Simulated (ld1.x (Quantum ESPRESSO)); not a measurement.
## Which change was made? (Sr, TM)

* Element: strontium
* Generator: ld1.x (Quantum ESPRESSO) 7.5
* Type: norm-conserving Troullier–Martins (Kleinman–Bylander form)
* Functional: LDA (PZ)
* Relativity: scalar-relativistic
* Frozen core: [Kr]
* Valence charge: 2
* Reference configuration: 4d0 5s1.75 5p0.25
* Partial waves: 5p (bound): rc 3.95 bohr; 4d (bound, empty): rc 3.20 bohr; 5s (bound): rc 3.35 bohr
* Local potential: the s channel
* Core correction: none

Cutoffs, loose and tight: the cutoffs (Ry, on a coarse ladder) from which the occupation-weighted sum of valence levels, in a spherical-Bessel basis at the reference potential, stays within 10 and 1 mRy of its value at 400 Ry. They do not see the model core or the augmentation charge, which bear on the density cutoff. Test errors are all-electron minus pseudo excitation energies from the reference, over the configurations 4d0 5s2 5p0; 4d0 5s1 5p0; 4d0 5s1.5 5p0; 4d0 5s1 5p1; 4d0 5s0 5p2; 4d1 5s1 5p0; 4d0.5 5s1.5 5p0 (two spin-polarised tests are not counted in the largest error); variants that change the core or the reference have their own tests.

The base gives: outcome: generated; cutoff, loose: 6 Ry; cutoff, tight: 8 Ry; bound ghosts: none; largest test error (meV): +181.

**Question.** After one change the result is: outcome: generated; cutoff, loose: 6 Ry; cutoff, tight: 8 Ry; bound ghosts: none; largest test error (meV): -26. Which change was it?
A. core correction a·sin(br)/r model core inside 3.56 bohr
B. core correction a·sin(br)/r model core inside 2.48 bohr
C. core correction a·sin(br)/r model core inside 3.26 bohr
D. core correction a·sin(br)/r model core inside 3.84 bohr
E. core correction a·sin(br)/r model core inside 1.94 bohr

**Answer.** B. The others give: core correction a·sin(br)/r model core inside 3.56 bohr → outcome: generated; cutoff, loose: 6 Ry; cutoff, tight: 8 Ry; bound ghosts: none; largest test error (meV): +61 | core correction a·sin(br)/r model core inside 1.94 bohr → outcome: generated; cutoff, loose: 6 Ry; cutoff, tight: 8 Ry; bound ghosts: none; largest test error (meV): -36 | core correction a·sin(br)/r model core inside 3.84 bohr → outcome: generated; cutoff, loose: 6 Ry; cutoff, tight: 8 Ry; bound ghosts: none; largest test error (meV): +97 | core correction a·sin(br)/r model core inside 3.26 bohr → outcome: generated; cutoff, loose: 6 Ry; cutoff, tight: 8 Ry; bound ghosts: none; largest test error (meV): +26.
